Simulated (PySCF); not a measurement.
Isomers of C5H10OSi, from PBE0-D3(BJ)/def2-SVP geometry optimisation, gas phase (PySCF). One conformer each, no zero-point energy, no frequencies.

Task: Which isomer lies lowest at this level?
A. `[CH3:1][C:2]#[C:3][CH2:4][SiH2:5][O:6][CH3:7]` with C3–C4–Si5–O6 -179°, C4–Si5–O6–C7 -178°: A = 10221, B = 698.9, C = 667.6 MHz, dipole 0.70 D
B. `[CH3:1][O:2][SiH:3]1[CH2:4][CH:5]=[CH:6][CH2:7]1` with C1–O2–Si3–C4 74°: A = 4428, B = 1501, C = 1287 MHz, dipole 0.89 D
C. `[CH3:1][O:2]/[CH:3]=[CH:4]\[C@@H:5]1[CH2:6][SiH2:7]1` with C1–O2–C3–C4 164°, C3–C4–C5–C6 -151°: A = 6179, B = 890.2, C = 869.1 MHz, dipole 1.42 D

Result: B. That is `CO[SiH]1CC=CC1`, 36.7 kcal/mol below the next.

```tsv
SMILES	mapped SMILES	E (Eh)	relative (kcal/mol)	relative (kJ/mol)	dipole (D)
CO[SiH]1CC=CC1	[CH3:1][O:2][SiH:3]1[CH2:4][CH:5]=[CH:6][CH2:7]1	-560.56891	0.0	0.0	0.89
CC#CC[SiH2]OC	[CH3:1][C:2]#[C:3][CH2:4][SiH2:5][O:6][CH3:7]	-560.51040	36.7	153.6	0.70
CO/C=C\[C@@H]1C[SiH2]1	[CH3:1][O:2]/[CH:3]=[CH:4]\[C@@H:5]1[CH2:6][SiH2:7]1	-560.46880	62.8	262.9	1.42
```

As drawn, the lowest has an Si–O bond, which the highest lacks; the highest has a three-membered ring, which the lowest lacks.
